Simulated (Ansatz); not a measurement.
Compare A (`O=C[BH][GeH3]`) with its isomer B (`[BH2][GeH]1[CH2][O]1`).

Isolated molecules relaxed with PBE0-D4/def2-TZVP in Ansatz; ΔE leaves out vibrations. CCSD(T)/CBS adds triple-zeta CCSD(T) − MP2 to the extrapolated MP2 energy (def2 sets, frozen cores). DFT in def2-TZVPP. B3LYP here is the variant with VWN-RPA as its local correlation; programs differ in this. For Ge outer-core shells are correlated without core-valence functions, which leaves a few kJ/mol of doubt a bond. Scalar relativity is left out up to krypton. Each species was taken in one conformer, which may not be the lowest.

A:

Z-matrix (Å, degrees):
```
Ge
B 1 2.059
H 1 1.543 2 107.8
H 1 1.538 2 112.8 3 119.1
H 1 1.537 2 111.7 3 -117.9
C 2 1.535 1 120.9 3 -115.3
H 2 1.194 1 121.4 3 72.8
O 6 1.222 2 99.6 1 -85.8
H 6 1.104 2 138.5 1 94.2
```

B:

```xyz
9

B    -0.5247    0.7408   -1.6366
Ge    0.3722   -0.5125   -0.3604
C     0.0318   -0.2694    1.5417
O     1.1752    0.3570    1.0770
H    -0.7756    1.8392   -1.2485
H    -0.8629    0.3830   -2.7223
H     1.1887   -1.7675   -0.6702
H    -0.7861    0.3814    1.8525
H     0.1815   -1.1519    2.1668
```

(1) Which is lower in electronic energy at CCSD(T)/CBS, and by how much? (Estimate.)

(2) Give E(B) − E(A) in kcal/mol with CCSD/def2-TZVPP, ωB97M-V, HF/def2-TZVPP, MP2/def2-TZVPP, r2SCAN-D4, B3LYP-D4, CCSD(T)/def2-SVP. (An estimate is asked.)

(3) Does the order hold for the free energy at 298.15 K (harmonic terms from PBE0-D4)? (Best estimate.)

Largest T1 diagnostic: 0.018.

## Answers

(1) Computed: A, by 7.2 kcal/mol.

(2) Ansatz gave: CCSD/def2-TZVPP 10.2, ωB97M-V 10.4, HF/def2-TZVPP 17.3, MP2/def2-TZVPP 6.4, r2SCAN-D4 8.1, B3LYP-D4 10.5, CCSD(T)/def2-SVP 16.7. None reverses the order clearly.

(3) Ansatz gave: Yes: G(B) − G(A) = +11.4 kcal/mol, for one conformer each.

From BLYP to BHLYP (50 % exact exchange), in def2-TZVPP and without D4, E(B) − E(A) moves by +1.0 kcal/mol. Leaving LDA and LC-ωPBE aside and taking each functional with its dispersion term where it has one, the values, not all of them listed here, spread over 3.4 kcal/mol, from PBE-QIDH to CAM-B3LYP-D4. LDA lies −1.8 kcal/mol from PBE without D4.
